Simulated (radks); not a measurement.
Results of a calculation; reference values are marked as such.
Mo IV, 39 electrons, occupied as [Kr] 4d2 5s1 (not the ground configuration). Code: a radial shooting solver on a logarithmic mesh with Libxc functionals. Model: Dirac Kohn-Sham, PBE, spin-unpolarised, spherical densities, point nucleus; open shells fill j = l - 1/2 first.

Normalised radial functions P(r) = r R(r) (large component), r in bohr:

```
   r/bohr * 3d5/2, o 4p3/2, + 5s1/2 (the largest magnitude, 1.56, reaches the edge; | marks zero, & curves that meet)
 0.002087                             &
 0.002761                             &+
 0.003653                             &+
 0.004873                             &+
 0.006447                             &+
  0.00853                             &+
  0.01129                             *o+
  0.01493                             *o+
  0.01976                             * &
  0.02614                             *+o
  0.03459                             |& o
  0.04577                             + *  o
  0.06104                            +|  *  o
  0.08077                           + |    *o
   0.1069                          +  |    o   *
   0.1414                           + | o           *
   0.1871                          o  +                   *
   0.2475                     o       |  +                     *
   0.3275                    o        |   +                      *
   0.4334                       o     | +                     *
   0.5734                          +  |  o              *
   0.7648                       +     |         *  o
    1.012                        +    |   *             o
    1.339                             |&              o
    1.772                             *        +o
    2.344                             *   o        +
    3.101                             *o        +
    4.104                             &    +
     5.43                             & +
    7.184                             &
```

3d5/2: eigenvalue -257.36 eV, 0 radial nodes, <r> = 0.416 bohr, 90 % of the charge inside 0.666 bohr. 4p3/2: eigenvalue -73.252 eV, 2 radial nodes at r = 0.162, 0.527 bohr, <r> = 1.21 bohr, 90 % of the charge inside 1.78 bohr. 5s1/2: eigenvalue -28.434 eV, 4 radial nodes at r = 0.0445, 0.178, 0.496, 1.29 bohr, <r> = 2.64 bohr, 90 % of the charge inside 3.77 bohr.
